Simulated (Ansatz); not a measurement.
Program: Ansatz. Geometries: PBE0-D4/def2-TZVP. ΔE: electronic, gas phase. CCSD(T)/CBS is the MP2 limit (def2-TZVPP, def2-QZVPP) plus CCSD(T) − MP2 in def2-TZVPP, frozen cores. DFT in def2-TZVPP. For Ge outer-core shells are correlated without core-valence functions, which leaves a few kJ/mol of doubt a bond. Scalar relativity is left out up to krypton. Each species was taken in one conformer, which may not be the lowest.

Reaction (redistribution): `[SiH3][GeH3]` + `F[SiH]1CN1CS` → `[SiH3]CS` + `F[SiH]1C[N]1[GeH3]`

`[SiH3][GeH3]`:

Cartesian coordinates in Å:
```
Si 0.910 -0.542 0.565
Ge -0.892 0.532 -0.554
H 1.267 0.209 1.797
H 2.101 -0.602 -0.323
H 0.523 -1.927 0.942
H -2.133 0.592 0.352
H -1.266 -0.232 -1.835
H -0.509 1.970 -0.944
```

`F[SiH]1CN1CS`:

Cartesian coordinates in Å:
```
F -1.750 -0.826 -2.441
Si -0.742 -0.996 -1.226
C -1.114 -0.510 0.489
N -0.278 0.375 -0.380
C 0.805 1.164 0.075
S 2.187 0.267 0.889
H 0.190 -2.076 -1.589
H -2.057 -0.076 0.819
H -0.575 -1.026 1.289
H 1.272 1.661 -0.776
H 0.465 1.936 0.768
H 1.597 0.108 2.083
```

`[SiH3]CS`:

Cartesian coordinates in Å:
```
Si -0.323 -0.150 1.019
C 0.759 0.140 -0.487
S -0.215 0.733 -1.897
H -0.950 1.127 1.442
H 0.479 -0.706 2.145
H -1.389 -1.126 0.665
H 1.473 0.939 -0.272
H 1.336 -0.746 -0.760
H -1.170 -0.210 -1.853
```

`F[SiH]1C[N]1[GeH3]`:

```xyz
11

F    -2.065   -0.283    2.010
Si   -1.184   -0.913    0.845
C     0.633   -0.871    0.890
N    -0.141    0.041   -0.033
Ge    0.470    1.247   -1.257
H    -2.023   -1.941    0.206
H     1.152   -0.370    1.707
H     1.253   -1.622    0.398
H    -0.757    1.823   -1.978
H     1.404    0.528   -2.248
H     1.257    2.360   -0.540
```

```csv
level,ΔE (eV)
PBE,-0.28
HF/def2-TZVPP,-0.66
SCS-MP2/def2-TZVPP,-0.62
CCSD/def2-TZVPP,-0.54
```

What does CCSD(T)/CBS give? (Best estimate.)

Ansatz gave: -0.51 eV. The listed levels differ from it by 0.23, -0.15, -0.11, -0.03 eV.

Largest T1 diagnostic among the species: 0.012.

In def2-TZVPP, CCSD(T) changes the Hartree–Fock value by +0.14 eV (the triples alone add +0.02 eV) and MP2 by +0.06 eV. From PBE to PBE0 (25 % exact exchange), in def2-TZVPP and without D4, ΔE moves by −0.08 eV.
